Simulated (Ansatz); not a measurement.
Single points on the cluster Pt2H4.

```yaml
crystal:
  periodic: [false, false, false]
  atoms:
    - {symbol: Pt, position_ang: [-1.204957, -0.321165, 0.343743]}
    - {symbol: Pt, position_ang: [1.203287, 0.323696, -0.340968]}
    - {symbol: H, position_ang: [-1.952547, 0.881087, -0.202254]}
    - {symbol: H, position_ang: [2.421228, 1.042105, 0.278317]}
    - {symbol: H, position_ang: [-2.418424, -1.045066, -0.278161]}
    - {symbol: H, position_ang: [1.951402, -0.880656, 0.199333]}
basis:
  gaussian: {orbitals: def2-TZVP, initial_orbitals: start.molden}
hamiltonian: {xc: {name: BLYP}, dispersion: d4}
scf: {omitted_lower_state_checks: [starts]}
output: {orbitals: {seedname: orbitals}}
```

The file start.molden holds the orbitals of an earlier run on this structure, at another level or in another basis.

```sh
$ ansatz run in.yaml --threads 4 --pin off --events-out ev --progress --plain --max-ram 3916MiB
```

Output, abridged:

```
Functional definition: BLYP
  name "BLYP"
  cite "Becke, Phys. Rev. A 38, 3098 (1988) doi:10.1103/PhysRevA.38.3098"
  cite "Lee, Yang & Parr, Phys. Rev. B 37, 785 (1988) doi:10.1103/PhysRevB.37.785"
  parameter beta = 0.0042
  parameter a = 0.04918
  parameter b = 0.132
  parameter c = 0.2533
  parameter d = 0.349
  exchange = b88_x(beta = beta)
  correlation = lyp_c(a = a, b = b, c = c, d = d)
these checks for a lower state are left out or cut short: starts
968 factors; their error is unknown
mean field evaluation 1: about -6559.5779 eV, gradient 1.1e1 eV
mean field evaluation 2: about -6559.7601 eV, gradient 2.1e-1 eV
mean field evaluation 4: about -6559.7399 eV, gradient 1.0e-3 eV
mean field -6559.73989567 eV, -241.0659948144 hartree, gradient 2.0e-5 eV, S^2 0.000000; 0 other end points of the search recorded, 0 dependent functions left out
reference -6559.74024051 eV, -241.0660074869 hartree; 20, 20 occupied and 84, 84 virtual orbitals, 968 factors
Total energy: -6560.01166125 eV, -241.0759820154 hartree
Checks for a lower state left out: starts
```

It took 0.75 s on 4 threads of Arm Neoverse V2 on a shared host.

The first input with `hamiltonian: {xc: r2scan, dispersion: d4}` (abridged; 1.4 s):

```
Functional definition: r2SCAN
mean field -6563.46447969 eV, -241.2028707526 hartree, gradient 1.5e-5 eV, S^2 0.000000
Total energy: -6563.49176138 eV, -241.2038733362 hartree
Checks for a lower state left out: starts
```

As the first input, with `hamiltonian: {xc: hf}`, `output: {forces: true, orbitals: {seedname: orbitals}}` (abridged; 0.55 s):

```
Functional definition: HF
mean field -6506.22119812 eV, -239.0992189560 hartree, gradient 2.0e-5 eV, S^2 0.000000
Total energy: -6506.22119812 eV, -239.0992189560 hartree
Atom 0 force    -1.189007    -0.409643     0.155699 eV/Å
Atom 1 force     1.190880     0.403813    -0.158623 eV/Å
Atom 2 force     0.191679    -0.019100     0.017927 eV/Å
Atom 3 force    -0.321836    -0.122234    -0.129102 eV/Å
Atom 4 force     0.322888     0.131179     0.130051 eV/Å
Atom 5 force    -0.194604     0.015985    -0.015951 eV/Å
Dipole moment:    -0.002140     0.000494     0.001780 e Å
Checks for a lower state left out: starts
```

First input, but with `hamiltonian: {xc: pbe0, dispersion: d4}` and without the key `scf` (abridged; 1.1 s):

```
Functional definition: PBE0
mean field evaluation 16: about -6559.5758 eV, gradient 1.6e-2 eV
mean field -6559.63941599 eV, -241.0623022545 hartree, gradient 2.1e-5 eV, S^2 0.000000; 1 other end points of the search recorded, 0 dependent functions left out
Total energy: -6559.74799746 eV, -241.0662925496 hartree
```

The first input with `gaussian: {orbitals: def2-SVP, initial_orbitals: start.molden}`, `hamiltonian: {xc: pbe, dispersion: d4}` (abridged; 0.65 s):

```
Functional definition: PBE
mean field -6562.40157171 eV, -241.1638096046 hartree, gradient 2.5e-5 eV, S^2 0.000000
Total energy: -6562.52945437 eV, -241.1685092059 hartree
Checks for a lower state left out: starts
```

First input, but with `hamiltonian: {xc: pbe, dispersion: d4}` (abridged; 0.7 s):

```
Functional definition: PBE
mean field -6563.02114760 eV, -241.1865785989 hartree, gradient 1.6e-5 eV, S^2 0.000000
Total energy: -6563.14902695 eV, -241.1912780784 hartree
Checks for a lower state left out: starts
```

First input, but with `gaussian: {orbitals: def2-SVP, initial_orbitals: start.molden}`, `hamiltonian: {xc: pbe0, dispersion: d4}` (abridged; 0.65 s):

```
Functional definition: PBE0
mean field -6559.03227337 eV, -241.0399901746 hartree, gradient 2.7e-5 eV, S^2 0.000000
Total energy: -6559.14085693 eV, -241.0439805469 hartree
Checks for a lower state left out: starts
```

Geometry: B3LYP-D4/def2-TZVP.

In the def2 sets Pt takes a core potential; there is no spin–orbit coupling. The structure comes from a short search, and lower isomers may exist.
